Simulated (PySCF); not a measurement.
Spinor energies of Cd²⁹⁺ (cadmium, charge +29)

Start: [Ar] 3d1; 3d5/2 filled at m_j = +5/2. Calculated with PySCF 2.14 in an uncontracted even-tempered set (16 s from 4.6 bohr⁻², ratio 2.8; 12 p from 6 bohr⁻², ratio 2.8; 8 d from 6 bohr⁻², ratio 2.8; 3 f from 18 bohr⁻², ratio 3): generalised Hartree-Fock with the X2C-1e Hamiltonian and a Gaussian nucleus; one run each with spin-orbit coupling (SO) screened by Boettger's factors, then bare. This is a chosen level, not necessarily the ground level.

| spinor shell | electrons | ε, screened SO (eV) | ε, bare SO (eV) | weight of nominal j (bare SO) | rms radius, bare SO (bohr) |
| --- | --- | --- | --- | --- | --- |
| 1s1/2 | 2 | -28238.3 | -28238.2 | 1.000 | 0.0348 |
| 2s1/2 | 2 | -5434.5 | -5434.5 | 1.000 | 0.141 |
| 2p1/2 | 2 | -5150.5 | -5156.8 | 1.000 | 0.122 |
| 2p3/2 | 4 | -4955.2 | -4952.6 | 1.000 | 0.127 |
| 3s1/2 | 2 | -1938.5 | -1938.5 | 1.000 | 0.352 |
| 3p1/2 | 2 | -1823.2 | -1824.6 | 0.996 | 0.341 |
| 3p3/2 | 4 | -1781.1 | -1780.5 | 0.998 | 0.350 |
| 3d5/2 | 1 | -1627.5 | -1626.6 | 1.000 | 0.310 |

```
   quantity  screened SO      bare SO
E (hartree)  -5010.56741  -5010.63533
        M_J          5/2          5/2
       ⟨J²⟩        8.752        8.752
       ⟨L²⟩        6.010        6.011
       ⟨S²⟩        0.759        0.759
```

Each row is a mean over spinors that exchange with the open shell spreads, by up to 17.034 eV (3p3/2).

Breit and QED terms are absent; they matter most for the inner s and p1/2 levels.

Densities and radii are taken from the X2C orbitals without a picture-change correction, which distorts them close to the nucleus.
